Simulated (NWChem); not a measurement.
GeH3Cl; SMILES [Cl][GeH3]

```xyz
5

Ge     0.0000     0.0000    -0.6965
Cl     0.0000     0.0000     1.4909
H      1.4175    -0.4022    -1.1459
H     -0.3604     1.4287    -1.1459
H     -1.0570    -1.0265    -1.1459
```
Atoms are numbered in this order, from 1.

All runs use the structure optimised with B3LYP/6-31G* (spherical d).

 States above −ε(HOMO) = 7.5 eV lie in this functional's continuum and hang on the basis.

Task: List the 6 lowest vertical singlet excitations and the 6 lowest triplet ones from PBE/def2-SVPD, full TDDFT (NWChem).

Result: 
| state | energy (eV) | oscillator strength | leading excitation (squared amplitude) |
|---|---|---|---|
| S1 | 6.03 | 0.015 | HOMO → LUMO (0.96) |
| S2 | 6.03 | 0.015 | HOMO−1 → LUMO (0.96) |
| S3 | 6.80 | 0.001 | HOMO → LUMO+1 (0.81) |
| S4 | 6.80 | 0.001 | HOMO−1 → LUMO+1 (0.81) |
| S5 | 7.70 | 0.000 | HOMO−1 → LUMO+2 (0.41) |
| S6 | 7.79 | 0.002 | HOMO → LUMO+3 (0.30) |
| T1 | 5.59 | spin-forbidden | HOMO → LUMO (1.00) |
| T2 | 5.59 | spin-forbidden | HOMO−1 → LUMO (1.00) |
| T3 | 6.59 | spin-forbidden | HOMO → LUMO+1 (0.74) |
| T4 | 6.59 | spin-forbidden | HOMO−1 → LUMO+1 (0.74) |
| T5 | 7.23 | spin-forbidden | HOMO−4 → LUMO (0.89) |
| T6 | 7.30 | spin-forbidden | HOMO−2 → LUMO (0.54) |
